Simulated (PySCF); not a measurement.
A GIAO shielding run with PySCF (density fitting, non-relativistic, gas phase) on `InChI=1S/H9OPSi3/c2-5-4-1-3/h2,4-5H2,3H3`:

```
$ OMP_NUM_THREADS=1 python probes_run.py task.json out

{"job": {"kind": "nmr", "xc": "BLYP", "basis": "pcSseg-1", "pop": false}, "charge": 0, "multiplicity": 1}
Si    -3.190162    -0.382279     0.048444
O     -1.541528    -0.318943     0.210532
Si    -0.238643     0.518928     0.810978
Si     1.722117    -0.559061     0.118968
P      3.487108     0.523113     1.059272
H     -3.839488    -0.481583     1.390672
H     -3.690231     0.844972    -0.642563
H     -3.534768    -1.584510    -0.760830
H     -0.257148     1.931060     0.309658
H     -0.294676     0.565123     2.306192
H      1.789735    -0.619416    -1.375397
H      1.734037    -1.958180     0.649083
H      3.388762     1.646475     0.180312
H      4.457730    -0.140506     0.247159
```

Hardware: 1 thread of an Arm Neoverse V2, shared host.

Problem. How large is the calculation?

Solution. 74 electrons, 158 basis functions and 919 auxiliary functions.

Problem. How long does it take, and how much memory does it need?

Solution. 17 s of wall time, with 14 SCF cycles; peak memory 0.79 GiB. Times on a shared host scatter by some tens of per cent.

Problem. And these other runs on the same molecule and hardware: GIAO shielding at B3LYP/pcSseg-1; GIAO shielding at B97-D/pcSseg-1; GIAO shielding at BP86/pcSseg-1; GIAO shielding at HF/pcSseg-1; GIAO shielding at KT2/pcSseg-1; GIAO shielding at KT3/pcSseg-1?

Solution. B3LYP/pcSseg-1: 158 functions, 14 s; B97-D/pcSseg-1: 158 functions, 17 s; BP86/pcSseg-1: 158 functions, 17 s; HF/pcSseg-1: 158 functions, 8 s; KT2/pcSseg-1: 158 functions, 18 s; KT3/pcSseg-1: 158 functions, 18 s.
